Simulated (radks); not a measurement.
Er II, 67 electrons, occupied as [Xe] 4f12 6s1 (the NIST ground configuration).

All-electron calculation, scalar-relativistic Kohn-Sham, PBE, spin-polarised, spherical densities, point nucleus; open shells are filled with parallel spins first (spin-orbit coupling, left out, can overturn this in heavy ions). Program: a radial shooting solver on a logarithmic mesh with Libxc functionals.

Energy parts (eV):
total: -356092.83
kinetic: 386118.65
electron-nucleus: -873553.85
Hartree: 138894.19
exchange-correlation: -7551.82

Orbitals (lengths in bohr, moments of r in powers of bohr):
1s up: occ. 1; eigenvalue (eV) -57383.61; <r> 0.02037; <r^2> 0.0005677; <r^4> 8.638e-07
1s down: occ. 1; eigenvalue (eV) -57383.60; <r> 0.02037; <r^2> 0.0005677; <r^4> 8.638e-07
2s up: occ. 1; eigenvalue (eV) -9645.509; <r> 0.08646; <r^2> 0.008833; <r^4> 0.0001343
2s down: occ. 1; eigenvalue (eV) -9645.482; <r> 0.08646; <r^2> 0.008833; <r^4> 0.0001343
2p up: occ. 3; eigenvalue (eV) -8531.015; <r> 0.07672; <r^2> 0.007187; <r^4> 0.0001022
2p down: occ. 3; eigenvalue (eV) -8530.995; <r> 0.07672; <r^2> 0.007187; <r^4> 0.0001022
3s up: occ. 1; eigenvalue (eV) -2166.575; <r> 0.2253; <r^2> 0.05803; <r^4> 0.005075
3s down: occ. 1; eigenvalue (eV) -2165.731; <r> 0.2253; <r^2> 0.05800; <r^4> 0.005070
3p up: occ. 3; eigenvalue (eV) -1827.620; <r> 0.2245; <r^2> 0.05843; <r^4> 0.005364
3p down: occ. 3; eigenvalue (eV) -1826.776; <r> 0.2245; <r^2> 0.05840; <r^4> 0.005358
3d up: occ. 5; eigenvalue (eV) -1403.577; <r> 0.2038; <r^2> 0.04875; <r^4> 0.004211
3d down: occ. 5; eigenvalue (eV) -1402.933; <r> 0.2037; <r^2> 0.04871; <r^4> 0.004203
4s up: occ. 1; eigenvalue (eV) -433.3398; <r> 0.5081; <r^2> 0.2915; <r^4> 0.1236
4s down: occ. 1; eigenvalue (eV) -431.5551; <r> 0.5081; <r^2> 0.2915; <r^4> 0.1237
4p up: occ. 3; eigenvalue (eV) -321.8865; <r> 0.5390; <r^2> 0.3307; <r^4> 0.1638
4p down: occ. 3; eigenvalue (eV) -320.1274; <r> 0.5391; <r^2> 0.3308; <r^4> 0.1640
4d up: occ. 5; eigenvalue (eV) -172.6767; <r> 0.5837; <r^2> 0.3956; <r^4> 0.2561
4d down: occ. 5; eigenvalue (eV) -170.9418; <r> 0.5840; <r^2> 0.3961; <r^4> 0.2571
4f up: occ. 7; eigenvalue (eV) -10.3958; <r> 0.8208; <r^2> 0.9300; <r^4> 3.156
4f down: occ. 5; eigenvalue (eV) -8.8511; <r> 0.8345; <r^2> 0.9705; <r^4> 3.534
5s up: occ. 1; eigenvalue (eV) -58.9037; <r> 1.251; <r^2> 1.765; <r^4> 4.680
5s down: occ. 1; eigenvalue (eV) -57.9876; <r> 1.255; <r^2> 1.776; <r^4> 4.735
5p up: occ. 3; eigenvalue (eV) -33.3299; <r> 1.492; <r^2> 2.540; <r^4> 10.30
5p down: occ. 3; eigenvalue (eV) -32.5894; <r> 1.495; <r^2> 2.550; <r^4> 10.35
5d up: occ. 0; eigenvalue (eV) -6.9753; <r> 2.797; <r^2> 9.513; <r^4> 181.0
5d down: occ. 0; eigenvalue (eV) -6.2020; <r> 2.724; <r^2> 8.978; <r^4> 160.3
6s up: occ. 1; eigenvalue (eV) -9.4244; <r> 3.601; <r^2> 14.60; <r^4> 322.4
6s down: occ. 0; eigenvalue (eV) -8.4645; <r> 3.556; <r^2> 14.23; <r^4> 306.8
6p up: occ. 0; eigenvalue (eV) -5.7700; <r> 4.686; <r^2> 24.75; <r^4> 928.1

The highest occupied level is 4f down at -8.851 eV. The density falls to 0.001 e/bohr^3 at r = 4.37 bohr.
